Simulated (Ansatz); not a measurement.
CaF, SMILES [F][Ca], multiplicity 2.

The structure is a stationary point at PBE0-D3(BJ)/def2-TZVPD. The spin state was assumed, not searched.

Two levels are set side by side: PBE/def2-TZVPD (Ansatz, an electronic-structure program) and ωB97X-V/def2-TZVPD (Ansatz). Energy differences of separate SCF runs at the same geometry; the states with an electron removed or added have multiplicity 1 and 1. Differences are taken from unrounded values.

```csv
quantity,PBE
vertical ionisation energy (eV),5.86
vertical electron affinity (eV),0.86
```

### Question
These are the PBE values. What does ωB97X-V give? (The exact figures need the calculation; the answer reports its results.)

### Answer

```csv
quantity,ωB97X-V,PBE minus ωB97X-V
vertical ionisation energy (eV),5.72,0.14
vertical electron affinity (eV),0.78,0.08
```
